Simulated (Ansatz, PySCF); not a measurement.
A series of substituents X on one scaffold: allenyl-X. Gas-phase values, no solvent. One relaxed conformer stands for each flexible species; it need not be the lowest. Strings in code marks are SMILES.

Quantity: electronic energy of isomers of C4H3N relative to `C=C=CC#N`, in eV. The restricted reference of `C=C=CC#N` and `[C-]#[N+]C=C=C` is unstable towards unrestricted orbitals.

Level 1: frozen-core CCSD(T)/def2-TZVPP // PBE0-D3(BJ)/def2-TZVP (Ansatz, a quantum-chemistry and plane-wave program)
Level 2: PBE-D3(BJ)/def2-TZVP // PBE0-D3(BJ)/def2-TZVP (PySCF)
Level 3: frozen-core MP2/def2-TZVPP // PBE0-D3(BJ)/def2-TZVP (Ansatz)
Level 4: frozen-core MP2/6-31G* // PBE0-D3(BJ)/def2-TZVP (PySCF)

| species | level 1 | level 2 | level 3 | level 4 |
|---|---|---|---|---|
| `[C-]#[N+]C=C=C` | 1.05 | 1.07 | 1.18 | 1.23 |
